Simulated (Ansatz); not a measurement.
WSe2⁺, relaxed as a doublet with UKS PBE0-D4/def2-TZVP in Ansatz, starting from the GFN1-xTB geometry. Force threshold 0.02 eV/Å.

In the def2 sets W takes a core potential; there is no spin–orbit coupling. The charge 1 doublet is spin-contaminated (final ⟨S²⟩ up to 1.87, 0.75 for a pure state). At PBE0-D4/def2-TZVP a quartet of charge 1 lies 0.74 eV below the doublet, each at its own geometry. The structure comes from a short search, and lower isomers may exist.

Start:

```xyz
3

W    -0.033    0.564   -1.311
Se   -1.100   -0.367    0.647
Se    1.133   -0.197    0.664
```

Question: Estimate the energy that the relaxation releases and the steps that it takes.

Answer: 1.4 kcal/mol, in 4 steps; 14 s on 4 threads of Intel Xeon Platinum 8488C on a shared host. No frequencies were taken in this run, so the end may be a saddle point.

Question: Does the start keep its bonding and symmetry?

Answer: By distances, no bond broke or formed. The bond that changes most is Se2–Se3, from 2.24 to 2.31 Å (atoms count from 1). Point group C2v at the start, C2v at the end, both within 0.05 Å.

Question: Predict the relaxed structure.

Answer: 
```xyz
3

W    -0.032    0.544   -1.265
Se   -1.137   -0.359    0.624
Se    1.169   -0.185    0.641
```
Bond lengths: 2 × Se–W 2.37 Å; 1 × Se–Se 2.31 Å.
